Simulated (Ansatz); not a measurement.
Gas-phase electronic energies from Ansatz, PBE0-D4/def2-TZVP geometries. CCSD(T)/CBS is the MP2 limit (def2-TZVPP, def2-QZVPP) plus CCSD(T) − MP2 in def2-TZVPP, frozen cores. This one scheme is used for every species. DFT in def2-TZVPP. For Ge outer-core shells are correlated without core-valence functions, which leaves a few kJ/mol of doubt a bond. Scalar relativity is left out up to krypton.

Consider the ligand exchange at a Ge–C bond: `[AlH2][CH]([AlH2])[GeH3]` + CH₃OH → `C[O][GeH3]` + `[AlH2][CH2][AlH2]`.

`[AlH2][CH]([AlH2])[GeH3]`:

Z-matrix (Å, degrees):
```
C
Al 1 1.935
Ge 1 1.965 2 108.7
Al 1 1.935 2 116.5 3 123.1
H 1 1.098 2 106.6 3 -118.2
H 2 1.588 1 119.6 3 -46.2
H 2 1.587 1 119.7 3 134.0
H 3 1.544 1 111.1 2 -176.0
H 3 1.544 1 111.1 2 -56.4
H 3 1.537 1 109.6 2 63.8
H 4 1.587 1 119.6 2 -76.7
H 4 1.587 1 119.7 2 103.1
```

CH₃OH:

Cartesian coordinates in Å:
```
C -0.096 -0.217 0.266
O 0.597 0.187 -0.893
H 0.235 -1.229 0.500
H -1.182 -0.240 0.117
H 0.126 0.422 1.130
H 0.320 1.076 -1.119
```

`C[O][GeH3]`:

```xyz
9

C     0.418    1.207    0.503
O    -0.153   -0.022    0.873
Ge   -0.440   -1.224   -0.408
H     0.522    1.818    1.403
H    -0.210    1.758   -0.211
H     1.415    1.085    0.058
H    -1.397   -0.620   -1.455
H    -1.058   -2.426    0.311
H     0.905   -1.576   -1.074
```

`[AlH2][CH2][AlH2]`:

Cartesian coordinates in Å:
```
Al -1.342 -0.999 -0.214
C 0.012 0.320 -0.632
Al 1.333 0.744 0.718
H -1.075 -2.537 -0.513
H -2.711 -0.551 0.457
H 0.557 -0.046 -1.511
H -0.513 1.254 -0.873
H 2.687 -0.084 0.794
H 1.053 1.899 1.772
```

CCSD(T)/CBS gives -0.12 eV.

Problem. Another level gave -0.18 eV. Which?
A. revPBE-D4/def2-TZVPP
B. BHLYP-D4/def2-TZVPP
C. HF/def2-TZVPP
D. PBE0-D4/def2-TZVPP

Solution. A. revPBE-D4 -0.18, HF/def2-TZVPP -0.36, BHLYP-D4 -0.23, PBE0-D4 -0.13 eV.

Largest T1 diagnostic among the species: 0.011.

At CCSD(T), def2-SVP lies −0.10 eV from the extrapolated value and def2-TZVPP −0.04 eV. Leaving LDA and LC-ωPBE aside and taking each functional with its dispersion term where it has one, the values, not all of them listed here, spread over 0.17 eV, from B97M-V to HSE06-D4. LDA lies +0.05 eV from PBE without D4.
